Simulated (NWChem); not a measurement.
Species: TlI; SMILES [I][Tl]

Results from NWChem. def2 effective core potentials on I, Tl; no spin-orbit coupling. Each level has its own optimisation; frequencies are unscaled.

For level LDA (Slater exchange, VWN5)/def2-SVP:

```
Item                               Result
---------------------------------  ------
r I–Tl (Å)                          2.819
highest harmonic frequency (cm⁻¹)     158
```

Task: What are these values for level BLYP/def2-SVP?

Result: 
| Quantity | Value |
|---|---|
| r I–Tl (Å) | 2.922 |
| highest harmonic frequency (cm⁻¹) | 140 |
